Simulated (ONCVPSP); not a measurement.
## Ranking ONCV potentials for indium (In)

All share these settings but for the change named:

In (Z = 49), optimised norm-conserving Vanderbilt (ONCV), made with ONCVPSP 4.0.1 (BLYP, fully relativistic). Core [Ar] 3d10, reference 4s2 4p6 4d10 5s1.5 5p1.5. Waves: 4s+5s: rc 1.55 bohr, ncon 4, nbas 7, qcut 7.4 1/bohr, 2 projectors; 4p+5p: rc 1.25 bohr, ncon 4, nbas 7, qcut 11.4 1/bohr, 2 projectors; 4d: rc 1.35 bohr, ncon 3, nbas 8, qcut 9.9 1/bohr, 2 projectors, debl 1.5 Ha. Local part: polynomial inside 1.15 bohr (lpopt 5, dvloc0 4 Ha). Core correction: none.

Open shells are filled in proportion to 2j + 1.

Cutoff: the first of the cutoffs (Ha) at which the residual kinetic energy of the hardest occupied pseudo-wave falls to 1 and 0.1 mHa per electron; the density cutoff is not measured.

The base gives 43 Ha.

Of 5 variants that were run, those that failed, showed a ghost or another fault, or gave nearly equal values are left out.

Question: Rank these variants from softest to hardest (loose cutoff).
A. all radii scaled by about 0.77 (s 1.20, p 0.96, d 1.04 bohr); local potential polynomial inside 0.88 bohr (lpopt 5, dvloc0 4 Ha)
B. all radii scaled by about 0.89 (s 1.38, p 1.12, d 1.20 bohr); local potential polynomial inside 1.02 bohr (lpopt 5, dvloc0 4 Ha)
C. all radii scaled by about 1.28 (s 1.98, p 1.60, d 1.72 bohr); local potential polynomial inside 1.46 bohr (lpopt 5, dvloc0 4 Ha)

Answer: C (32 Ha), B (50 Ha), A (65 Ha).
